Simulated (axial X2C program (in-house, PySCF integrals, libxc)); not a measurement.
**GaSe⁻: properties at the nuclei**

Calculated with an axial X2C code built on PySCF integrals: two-component X2C with atomic mean-field Coulomb and Gaunt terms, Gaussian nuclei, basis Se dyall-acv3z, Ga dyall-acv3z with contracted cores.

R = 2.261 Å (near the PBE0 minimum at charge -1 of the determinant lowest at the starting distance; the state shown can have its own minimum elsewhere).

Determinant lowest in the PBE0 search, Ω = 0 (closed shell), highest spinor 39% Se p, 34% Ga p, 18% Ga s:

```tsv
level	qzz Se (a.u.)	qzz Ga (a.u.)
PBE0	0.01	-2.86
HF	0.11	-3.30
BHandHLYP	0.04	-3.04
PBE	-0.07	-2.65
BP86	-0.11	-2.64
```

Determinant 2.39 eV from it at PBE0 and this distance, Ω = 2 (⟨Sz⟩ = 0.99, ⟨Lz⟩ = 1.01 at PBE0), spin on the atoms Se 0.22, Ga 0.77:

```
    level  Eeff magnitude (GV/cm)  Ws magnitude Se (kHz)  Ws magnitude Ga (kHz)  A∥/gI Se (MHz)  qzz Se (a.u.)  A∥/gI Ga (MHz)  qzz Ga (a.u.)
     PBE0                    2.92                 0.0555                  0.572            84.9           5.12             370          -0.57
       HF                    4.09                  0.104                  0.775            49.6           4.87             325          -1.14
BHandHLYP                    3.08                 0.0371                  0.622            70.6           5.30             334          -0.65
      PBE                    2.57                 0.0375                  0.513            99.9           5.06             382          -0.46
     BP86                    2.57                 0.0403                  0.512             104           5.11             384          -0.42
```

Eeff is the effective electric field on the electron electric dipole moment in this Ω state and Ws the scalar–pseudoscalar constant of the nucleus named (defined with the proton number Z and per Ω); A∥ (defined per Ω) follows by multiplying with gI = μI/(I μN); qzz is the electric field gradient, eQq0 = 234.96 MHz × Q/barn × qzz. The operators were transformed with the bare-nucleus X2C matrices; with these basis sets, hyperfine constants and field gradients can be off by tens of per cent, and where levels differ in sign neither size nor sign is settled.

(1) With Q(69Ga) = 0.171 barn (Q from Pyykkö, Mol. Phys. 2018), turn the PBE0 values of the first state into constants in MHz.

Each state is one determinant with collinear spin, which with several unpaired electrons need not be a pure state. Unrestricted Hartree–Fock can overshoot spin polarisation at the nuclei. For an anion, determinants above electron detachment, or with a positive highest level, are held by the basis set. With several open shells hyperfine constants can be off by a factor of several. Open-shell Ω = 0 determinants with evenly filled partner blocks cannot be reached by this program, so the Ω shown need not be the lowest component. The search compared states at one distance, so a state with another bond length can lie lower. Where a field gradient or hyperfine factor spreads by more than a factor of two over the levels, a constant derived from it is not to be relied on. PBE0 term energies can be off by some tenths of an eV.

Answers

(1) eQq0(69Ga) = 234.96 × (0.171) × (-2.86) = -115 MHz.
